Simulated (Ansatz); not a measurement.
Barrier from R1 to the saddle point P1, each structure at its B3LYP-D3(BJ)/def2-TZVP stationary point, reached from a drawn start; harmonic modes at that level show the others as minima.
R1, CF3 (SMILES F[C](F)F) (charge 0, multiplicity 2):
```xyz
4

C      0.0000     0.0000     0.2980
F      1.2600     0.0000    -0.0993
F     -0.6300     1.0912    -0.0993
F     -0.6300    -1.0912    -0.0993
```
P1, CF3, a first-order saddle point (one imaginary mode, 1100i cm⁻¹) (charge 0, multiplicity 2):
```xyz
4

C      0.0000     0.0000     0.0000
F      1.3155     0.0000     0.0000
F     -0.6578     1.1393     0.0000
F     -0.6578    -1.1393     0.0000
```

P less R. No zero-point or thermal terms; open shells are unrestricted. No path was followed down from the saddle.

Correlated levels freeze the cores.

Run with Ansatz (a first-principles code) with Gaussian orbitals. Each number belongs to the level named beside it.

Total energies in hartree:

```json
[
 {"structure": "R1", "PBE/def2-TZVPP": "-337.396761", "PBE0/def2-TZVPP": "-337.392695", "CCSD(T)/cc-pVQZ": "-337.279252"},
 {"structure": "P1", "PBE/def2-TZVPP": "-337.357056", "PBE0/def2-TZVPP": "-337.351029", "CCSD(T)/cc-pVQZ": "-337.232356"}
]
```

Problem. Work out the barrier height at each level in kJ/mol (1 hartree = 2625.49964 kJ/mol), and say how far PBE/def2-TZVPP lies from CCSD(T)/cc-pVQZ.

Solution. 
- PBE/def2-TZVPP: (-337.357056) − (-337.396761) = 0.039705 hartree = 104.2 kJ/mol
- PBE0/def2-TZVPP: (-337.351029) − (-337.392695) = 0.041666 hartree = 109.4 kJ/mol
- CCSD(T)/cc-pVQZ: (-337.232356) − (-337.279252) = 0.046896 hartree = 123.1 kJ/mol
PBE/def2-TZVPP less CCSD(T)/cc-pVQZ: -18.9 kJ/mol. CCSD(T)/cc-pVQZ is the level counted from, the highest shown, and no exact or measured value.
